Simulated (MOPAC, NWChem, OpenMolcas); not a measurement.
**How methods differ on Si2H4F2 (SMILES F[SiH](F)[SiH3])**

The species is Si2H4F2 (8 atoms), meant as a singlet with charge 0. SMILES: `F[SiH](F)[SiH3]`. The shape is that of a PBE0-D4/def2-TZVP optimisation.

| atom | x (Å) | y (Å) | z (Å) |
| --- | --- | --- | --- |
| F | 0.9719 | -1.0464 | 1.7295 |
| Si | 1.0618 | -0.3205 | 0.3140 |
| F | 1.6187 | -1.3925 | -0.7250 |
| Si | -1.0752 | 0.3728 | -0.3469 |
| H | 2.0810 | 0.7488 | 0.4318 |
| H | -1.5952 | 1.3523 | 0.6429 |
| H | -0.9832 | 1.0253 | -1.6793 |
| H | -1.9877 | -0.7968 | -0.4227 |

Quantity: the dipole moment, in D. The values are calculated.

```
         level             kind     program  value (D)
           AM1   semi-empirical       MOPAC       1.16
          MNDO   semi-empirical       MOPAC       2.12
    HF/cc-pVDZ     Hartree–Fock  OpenMolcas       2.03
 SVWN5/cc-pVDZ              LDA  OpenMolcas       1.53
  BLYP/cc-pVDZ              GGA  OpenMolcas       1.45
 M06-L/cc-pVDZ         meta-GGA  OpenMolcas       1.67
M06-2X/cc-pVDZ  hybrid meta-GGA      NWChem       1.73
  PBE0/cc-pVDZ    global hybrid  OpenMolcas       1.68
```

The values span 1.16 to 2.12 D. Magnitudes only.
